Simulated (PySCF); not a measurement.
# Partial charges of `N#CC1([SiH2]n2cccc2)CC1`

Species: C8H10N2Si.
Geometry (PBE0-D3(BJ)/def2-SVP, Å), atoms numbered from 1 in this order:
```xyz
21
C8H10N2Si angstrom
N     -1.513   -2.235   -1.930
C     -1.598   -1.383   -1.147
C     -1.653   -0.355   -0.146
Si    -0.325   -0.492    1.180
N      1.268   -0.125    0.521
C      1.913    1.096    0.605
C      3.060    1.043   -0.149
C      3.124   -0.259   -0.726
C      2.015   -0.948   -0.300
C     -2.109    1.031   -0.571
C     -3.021    0.191    0.243
H     -0.312   -1.868    1.741
H     -0.614    0.548    2.207
H      1.505    1.902    1.212
H      3.783    1.848   -0.267
H      3.902   -0.648   -1.380
H      1.689   -1.964   -0.520
H     -1.609    1.883   -0.102
H     -2.332    1.167   -1.632
H     -3.887   -0.264   -0.244
H     -3.175    0.446    1.296
```

Density: PBE0/pcSseg-1 (PySCF); schemes: Mulliken, IAO, Hirshfeld and ESP-fitted. The structure is a single PBE0-D3(BJ)/def2-SVP conformer in the gas phase; no vibrational or solvent corrections.

**Question.** Atoms with like bonding are taken together and averaged. Which atoms carry the highest charge in the Mulliken, IAO, Hirshfeld and ESP-fitted schemes?

**Answer.** The schemes don't all agree: Mulliken Si4 (+0.897); IAO Si4 (+0.906); Hirshfeld Si4 (+0.405); ESP-fitted C2 (+0.455).

**Question.** At which atom do the 4 schemes differ most?

**Answer.** At N5: from -0.715 (Mulliken) to +0.122 e (ESP-fitted), 0.837 e apart.

**Question.** Tabulate the Mulliken, IAO, Hirshfeld and ESP-fitted charges.

**Answer.** In e; atoms taken as equivalent share a row and are averaged (×n: the atom named and its like, n in all):

| atom | environment | Mulliken | IAO | Hirshfeld | ESP-fitted |
| --- | --- | --- | --- | --- | --- |
| N1 | nitrile nitrogen | -0.258 | -0.259 | -0.231 | -0.498 |
| C2 | nitrile carbon | +0.184 | +0.130 | +0.074 | +0.455 |
| C3 | sp3 carbon bound to silicon | -0.680 | -0.322 | -0.075 | -0.175 |
| Si4 | SiH2 silicon | +0.897 | +0.906 | +0.405 | +0.287 |
| N5 | pyrrole-type nitrogen | -0.715 | -0.346 | -0.110 | +0.122 |
| C6/C9 | aromatic CH next to a ring nitrogen | +0.138 | -0.114 | -0.036 | -0.300 |
| C7/C8 | aromatic CH carbon | -0.170 | -0.211 | -0.093 | -0.199 |
| C10/C11 | three-membered-ring carbon | -0.131 | -0.252 | -0.064 | -0.273 |
| H12/H13 | Si–H hydrogen | -0.067 | -0.112 | -0.063 | -0.037 |
| H14/H17 | aromatic hydrogen | +0.116 | +0.156 | +0.052 | +0.206 |
| H15/H16 | aromatic hydrogen | +0.089 | +0.156 | +0.051 | +0.178 |
| H18/H21 | methylene hydrogen | +0.151 | +0.155 | +0.057 | +0.160 |
| H19/H20 | methylene hydrogen | +0.160 | +0.168 | +0.064 | +0.169 |

Mean size of the charges over all atoms: Mulliken 0.227 e, IAO 0.220 e, ESP-fitted 0.218 e, Hirshfeld 0.088 e. Each set sums to the total charge, 0, to within 0.001 e. The IAO scheme projects the occupied orbitals on a minimal set of polarised atomic orbitals and counts the electrons in each atom's part of it. The Hirshfeld scheme divides the density at each point in proportion to the densities of the neutral, spherically averaged free atoms.

Some averages cover members that differ in this geometry: C10/C11, ESP-fitted -0.332 to -0.213; H12/H13, Mulliken -0.089 to -0.044; H18/H21, ESP-fitted +0.143 to +0.177; C7/C8, ESP-fitted -0.214 to -0.182 e.

**Question.** Sum the charges by element, for elements with more than one atom.

**Answer.** 
```csv
element,atoms,Mulliken,IAO,Hirshfeld,ESP-fitted
N,2,-0.973,-0.605,-0.341,-0.376
C,8,-0.823,-1.347,-0.386,-1.264
H,10,+0.899,+1.046,+0.323,+1.352
```

**Question.** How many electrons does the Mulliken scheme count on C6?

**Answer.** Its own charge is +0.131 e, so Z − q = 5.869.

The run behind these numbers computed NMR shieldings as well. Time: 45 s of wall time; peak memory 1.4 GiB. Hardware: an Arm Neoverse V2 with one thread, shared host with 192 logical CPUs at a one-minute load of 19.
